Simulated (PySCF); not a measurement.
## [CrO4]4-: what the settings change

The complex [CrO4]4- (charge -4) contains Cr(IV), shell d2. The structure is a PBE0-D3(BJ)/def2-TZVP, IEF-PCM water geometry optimised for multiplicity 3; coordination tetrahedral, point group Td, metal–donor distances 1.78 Å.

```
5

Cr    0.000    0.000    0.000
O     1.028    1.028    1.028
O     1.028   -1.028   -1.028
O    -1.028   -1.028    1.028
O    -1.028    1.028   -1.028
```

Method (PySCF 2.14, density fitting): CASSCF(2,5) with orbitals averaged over all microstates of the shell, strongly contracted NEVPT2 on the averaged canonical orbitals; basis x2c-TZVPall on the metal, x2c-SVPall elsewhere; spin-free X2C; IEF-PCM water; spin-orbit coupling by state interaction with the mean-field operator over all roots.

Base run: NEVPT2 ground state 3A2, next 1E at 12483, then 3T2 at 13705 cm⁻¹, 10Dq(CASSCF) 10867, B(CASSCF) 897, ζ 235 cm⁻¹, g 1.945 1.945 1.945, μeff(300 K) 2.79 μB.

Question: What happens with the basis x2c-TZVPall on all atoms?

Answer: NEVPT2 ground state 3A2, next 1E at 12394, then 3T2 at 12670 cm⁻¹, 10Dq(CASSCF) 10460, B(CASSCF) 896, ζ 235 cm⁻¹, g 1.940 1.940 1.940, μeff(300 K) 2.79 μB. It took 6.7 s against 3.7 s on a shared host of the same kind.

Question: What happens with orbitals averaged over the highest spin alone?

Answer: NEVPT2 ground state 3A2, next 1E at 12560, then 3T2 at 13648 cm⁻¹, 10Dq(CASSCF) 10909, B(CASSCF) 909, ζ 238 cm⁻¹, g 1.943 1.943 1.943, μeff(300 K) 2.79 μB.

No frequencies were computed for the optimised geometry. Charge-transfer states lie outside this active space and may come lower than some of these levels. NEVPT2 lifts 3T2 from 11401 to 13705 cm⁻¹; on the d shell alone such lifts tend to overshoot. An active orbital has only 0.74 squared overlap with the free ion's shell, so the metal shell alone is a small active space here. NEVPT2 on the d shell alone tends to put d–d bands too high for such charged or covalently bound ions.
